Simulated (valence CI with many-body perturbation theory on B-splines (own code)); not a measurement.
**E1 transitions of Os⁶³⁺**

Method: configuration interaction combined with many-body perturbation theory (CI+MBPT): three valence electrons over a frozen Dirac-Fock core [Ne], radial functions for each j: 11 s, 11 p, 10 d, 8 f, 5 g, 2 h, with the one-electron correlation potential Σ1, the two-electron term Σ2, the three-electron term Σ3, Breit, model QED; selected CI, second order for the rest, scaled by the run's own slope (own B-spline code, finite nucleus).

The last digits are not significant, and no measured levels were compared; by estimate large intervals hold to a few tenths of a per cent, small ones and those within an open d or f shell to about a per cent.

Lines 1 to 50 of 591 in falling wavelength, among levels below 3504.4 eV, chosen from the strongest by gf and those to the six lowest levels. Wavelengths and rates use the calculated energies. Electric multipoles are in the length gauge, E1 and E2 with the static RPA response of the core. Weak lines are less certain than strong ones. Lines between different terms over intervals too small for the method are left out, as are lines whose strength nearly cancels. The highest levels of a list are the least certain.

Levels are named by their leading jj configuration (3d3/2^4 stands for four electrons in 3d with j = 3/2), which in mixed levels can hold well under half, so a name can repeat and another be missing. Letters in brackets count levels of one name in rising energy.

```csv
λ vac (nm),Upper,Lower,A (s⁻¹),S (a.u.)
17.13,(3s 3p1/2 4p1/2) J=1/2 [a],(3s 3p1/2 4s) J=1/2 [a],1.16e+10,5.77e-02
16.95,(3s 3p1/2 4p1/2) J=3/2,(3s 3p1/2 4s) J=3/2,7.59e+09,7.30e-02
15.84,(3s^2 4p1/2) J=1/2,(3s^2 4s) J=1/2,1.56e+10,6.13e-02
13.83,(3s 3p1/2 4p1/2) J=1/2 [b],(3s 3p1/2 4s) J=3/2,2.06e+10,5.38e-02
8.649,(3s 3p1/2 3p3/2) J=3/2 [a],(3s^2 3p3/2) J=3/2,2.20e+09,2.81e-03
8.270,(3p1/2 3p3/2 3d5/2) J=7/2 [b],(3s 3p3/2 3d5/2) J=5/2 [b],1.24e+10,2.77e-02
8.152,(3p1/2 3p3/2 3d5/2) J=9/2,(3s 3p3/2 3d5/2) J=7/2 [b],1.07e+10,2.86e-02
8.136,(3p1/2 3d3/2 3d5/2) J=9/2,(3s 3d3/2 3d5/2) J=7/2 [b],2.20e+10,5.84e-02
7.777,(3p1/2 3d3/2 3d5/2) J=7/2 [a],(3s 3d3/2 3d5/2) J=5/2 [a],1.39e+10,2.58e-02
7.725,(3p1/2 3d3/2 3d5/2) J=9/2,(3s 3d3/2 3d5/2) J=9/2,1.11e+10,2.53e-02
7.641,(3s 3p1/2 3p3/2) J=5/2,(3s^2 3p3/2) J=3/2,1.52e+10,2.01e-02
7.641,(3s 3p1/2 3d5/2) J=7/2,(3s^2 3d5/2) J=5/2,2.50e+10,4.40e-02
7.541,(3p1/2 3d5/2^2) J=9/2,(3s 3d5/2^2) J=7/2,3.97e+10,8.40e-02
7.403,(3p1/2 3d5/2^2) J=5/2,(3s 3d5/2^2) J=3/2,3.21e+10,3.85e-02
7.261,(3p1/2^2 3p3/2) J=3/2,(3s 3p1/2 3p3/2) J=3/2 [b],4.03e+09,3.04e-03
7.197,(3p1/2 3p3/2 3d5/2) J=9/2,(3s 3p3/2 3d5/2) J=7/2 [a],1.42e+10,2.61e-02
7.175,(3s 3p1/2 3d5/2) J=5/2 [b],(3s^2 3d5/2) J=5/2,1.90e+10,2.07e-02
7.085,(3s 3p1/2^2) J=1/2,(3s^2 3p1/2) J=1/2,4.12e+10,1.44e-02
7.051,(3p1/2 3d5/2^2) J=1/2,(3s 3d5/2^2) J=1/2,6.62e+10,2.29e-02
7.045,(3p1/2 3d3/2 3d5/2) J=5/2 [b],(3s 3d3/2 3d5/2) J=5/2 [b],2.15e+10,2.23e-02
7.039,(3p1/2 3p3/2 3d3/2) J=7/2,(3s 3p3/2 3d3/2) J=7/2,1.98e+10,2.72e-02
7.006,(3p1/2 3p3/2 3d5/2) J=5/2 [a],(3s 3p3/2 3d5/2) J=3/2 [a],2.97e+10,3.03e-02
6.916,(3p1/2 3d3/2^2) J=3/2,(3s 3d3/2^2) J=5/2,3.45e+10,2.25e-02
6.901,(3p1/2 3d5/2^2) J=3/2,(3s 3d5/2^2) J=5/2,4.83e+10,3.14e-02
6.870,(3p1/2 3p3/2 3d5/2) J=3/2 [b],(3s 3p3/2 3d5/2) J=1/2,3.14e+10,2.01e-02
6.866,(3p1/2^2 3d5/2) J=5/2,(3s 3p1/2 3d5/2) J=3/2,3.95e+10,3.78e-02
6.836,(3p1/2 3d3/2 3d5/2) J=7/2 [b],(3s 3d3/2 3d5/2) J=7/2 [b],1.67e+10,2.10e-02
6.799,(3p1/2 3d5/2^2) J=5/2,(3s 3d5/2^2) J=5/2,3.69e+10,3.43e-02
6.768,(3p1/2 3d5/2^2) J=7/2,(3s 3d5/2^2) J=9/2,4.72e+10,5.78e-02
6.748,(3s 3p1/2 3p3/2) J=3/2 [b],(3s^2 3p3/2) J=3/2,2.71e+10,1.64e-02
6.729,(3s 3p1/2 3d3/2) J=3/2 [a],(3s 3p1/2 3p3/2) J=3/2 [b],3.12e+10,1.88e-02
6.697,(3p1/2 3p3/2 3d5/2) J=3/2 [a],(3s 3p3/2 3d5/2) J=5/2 [a],4.35e+10,2.58e-02
6.687,(3p1/2^2 3d5/2) J=5/2,(3s 3p1/2 3d5/2) J=5/2 [b],3.97e+10,3.51e-02
6.595,(3p1/2 3d5/2^2) J=9/2,(3s 3d5/2^2) J=9/2,3.22e+10,4.56e-02
6.544,(3p1/2 3d3/2 3d5/2) J=7/2 [b],(3s 3d3/2 3d5/2) J=9/2,5.03e+10,5.57e-02
6.544,(3p1/2 3p3/2 3d5/2) J=5/2 [a],(3s 3p3/2 3d5/2) J=5/2 [a],3.05e+10,2.53e-02
6.454,(3p1/2 3p3/2^2) J=5/2,(3s 3p3/2^2) J=5/2,2.95e+10,2.35e-02
6.450,(3p1/2^2 3p3/2) J=3/2,(3s 3p1/2 3p3/2) J=5/2,3.61e+10,1.91e-02
6.422,(3p1/2 3p3/2 3d5/2) J=7/2 [b],(3s 3p3/2 3d5/2) J=7/2 [a],2.62e+10,2.74e-02
6.380,(3s 3p1/2 3p3/2) J=1/2,(3s^2 3p3/2) J=3/2,3.43e+10,8.78e-03
6.350,(3p1/2^2 3d3/2) J=3/2,(3s 3p1/2 3d3/2) J=5/2,8.07e+10,4.08e-02
6.348,(3p1/2 3p3/2 3d5/2) J=5/2 [b],(3s 3p3/2 3d5/2) J=7/2 [a],3.77e+10,2.85e-02
6.327,(3p1/2^2 3d5/2) J=5/2,(3s 3p1/2 3d5/2) J=7/2,7.40e+10,5.55e-02
6.312,(3s 3p1/2 3d3/2) J=5/2,(3s 3p1/2 3p3/2) J=3/2 [b],8.31e+09,6.19e-03
6.309,(3p1/2 3p3/2 3d5/2) J=7/2 [a],(3s 3p3/2 3d5/2) J=9/2,5.66e+10,5.61e-02
6.281,(3p1/2 3p3/2^2) J=3/2,(3s 3p3/2^2) J=5/2,5.69e+10,2.78e-02
6.190,(3p1/2 3p3/2 3d3/2) J=5/2 [a],(3p1/2 3p3/2^2) J=5/2,2.92e+10,2.05e-02
6.178,(3p1/2 3d3/2 3d5/2) J=5/2 [b],(3s 3d3/2 3d5/2) J=7/2 [a],2.96e+10,2.07e-02
6.158,(3p1/2 3p3/2 3d3/2) J=5/2 [b],(3s 3p3/2 3d3/2) J=7/2,6.43e+10,4.44e-02
6.062,(3p1/2 3p3/2 3d5/2) J=9/2,(3s 3p3/2 3d5/2) J=9/2,4.06e+10,4.47e-02
```
